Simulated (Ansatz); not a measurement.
A structure relaxed at r2SCAN-D4/def2-SVP in Ansatz, charge 1, singlet:

```xyz
39

Al   -0.8804   -2.6048   -3.3027
Al    2.9498   -1.3612   -1.5128
Al   -0.8295   -3.2921    1.0091
Al   -0.5903    0.4527   -0.5482
Al   -0.8280   -0.2552    3.4717
Al    2.9853    1.6505    0.9781
Al   -0.7174    3.8229    1.8272
P    -1.4717   -3.8198   -1.3205
P     1.5055   -2.3470   -3.2682
P    -1.5389   -0.3643   -2.6114
P     1.7212    0.6444   -0.8522
P    -1.3654   -0.9169    1.1827
P    -1.4678    2.6709   -0.1830
P    -1.3035    2.1753    3.4708
P     1.6557    3.6686    1.5104
H    -1.5422   -3.0563   -4.6631
H     4.2445   -0.8774   -2.2890
H     2.8680   -2.3846   -0.3089
H     0.7493   -3.4135    0.9988
H    -1.8588   -4.0829    1.9186
H     0.7437   -0.3487    3.6317
H    -1.9389   -0.8818    4.4129
H     4.3448    2.1963    0.3729
H     2.7908    0.7232    2.2464
H    -1.3414    5.2642    1.9884
H    -1.0883   -5.1607   -1.5956
H    -2.8791   -3.9856   -1.4309
H     2.0077   -3.6404   -3.5783
H     1.7796   -1.7232   -4.5160
H    -1.2816    0.5531   -3.6649
H    -2.9561   -0.2783   -2.5674
H     1.8072    1.5469   -1.9525
H    -2.7805   -0.8039    1.0520
H    -2.8876    2.6467   -0.2151
H    -1.2222    3.4880   -1.3186
H    -2.6941    2.3939    3.6697
H    -0.8388    2.7174    4.7002
H     1.9389    4.7109    0.5863
H     2.2106    4.2729    2.6714
```

Task: Give its formula.

Result: Al7P8H24⁺, a nanocrystal cut from zinc blende AlP (hydrogen-capped).

Task: Summarise the bond lengths by kind (pairs closer than 1.2 times the sum of covalent radii, bridged metal pairs left out).

Result: 18 × Al–P 2.34 to 2.48 Å; 14 × H–P 1.42 to 1.43 Å; 10 × Al–H 1.58 to 1.59 Å.
